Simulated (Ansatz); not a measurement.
Consider the hydrogen abstraction from the N–H bond: `N[SiH](N)O` + `[SiH3]`• → `[NH][SiH](N)O`• + SiH₄.

Computed with Ansatz on PBE0-D4/def2-TZVP structures; ΔE is electronic, products minus reactants. CCSD(T)/CBS is the MP2 limit (def2-TZVPP, def2-QZVPP) plus CCSD(T) − MP2 in def2-TZVPP, frozen cores. This one scheme is used for every species. Functionals use def2-TZVPP. Open shells (•) are unrestricted, without spin–orbit coupling. Each species was taken in one conformer, which may not be the lowest.

```json
{"species": "`N[SiH](N)O`", "BHLYP-D4 energy (Eh)": "-477.95901"}
{"species": "`[SiH3]`•", "BHLYP-D4 energy (Eh)": "-291.23733"}
{"species": "`[NH][SiH](N)O`•", "BHLYP-D4 energy (Eh)": "-477.27706"}
{"species": "SiH₄", "BHLYP-D4 energy (Eh)": "-291.88839"}
```

Question: Work out ΔE.

Answer: ΔE = (-477.27706) + (-291.88839) − (-477.95901) − (-291.23733) = 0.03089 Eh = +81.1 kJ/mol. CCSD(T)/CBS gives +99.5 kJ/mol.

Question: What do rigid-rotor, harmonic-oscillator terms from PBE0-D4/def2-TZVP frequencies (298.15 K, 1 bar) make of the CCSD(T)/CBS value? (Best estimate.)

Answer: Computed: ΔZPE = -11.7 kJ/mol, ΔH = +88.5 kJ/mol, ΔS = 0 J/(mol·K), ΔG = +88.6 kJ/mol. Open shells count their whole term as degenerate.

Largest T1 diagnostic among the species: 0.015.

At CCSD(T), def2-SVP lies −4.4 kJ/mol from the extrapolated value and def2-TZVPP −3.0 kJ/mol. In def2-TZVPP, CCSD(T) changes the Hartree–Fock value by +42.0 kJ/mol (the triples alone add +3.7 kJ/mol) and MP2 by +63.9 kJ/mol.
